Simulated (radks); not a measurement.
These are the eigenvalues of the occupied orbitals of an atom or ion with whole-number occupations (hartree). Method: Dirac Kohn-Sham, PBE, spin-unpolarised, spherical densities, finite nucleus; Fermi nuclear charge, rms radius of each element as measured or else 0.836 A^(1/3) + 0.57 fm; computed with a radial shooting solver on a logarithmic mesh with Libxc functionals.

1s1/2: -1478.608
2s1/2: -236.7617
2p1/2: -223.5529
2p3/2: -207.1409
3s1/2: -51.08782
3p1/2: -45.49242
3p3/2: -42.26724
3d3/2: -32.48205
3d5/2: -31.78952
4s1/2: -10.44480
4p1/2: -8.36626
4p3/2: -7.67364
4d3/2: -4.26075
4d5/2: -4.13937
5s1/2: -1.62680
5p1/2: -1.06476
5p3/2: -0.96568
4f5/2: -0.34013
5d3/2: -0.26689

Which element is it, and in what charge state? The configuration may be excited. Open shells, if any, fill j = l - 1/2 first.

Answer. Z = 58, cerium, charge +1: Ce+ in [Xe] 4f1 5d2. The list shows which subshells hold electrons but not how many an open one holds; the 1s level, -1478.6 hartree, gives Z - s = 54.4 by -(Z - s)^2/2, which with screening and relativity narrows Z to a few neighbours, and the depths of the outer levels then fix element, charge and occupations together.
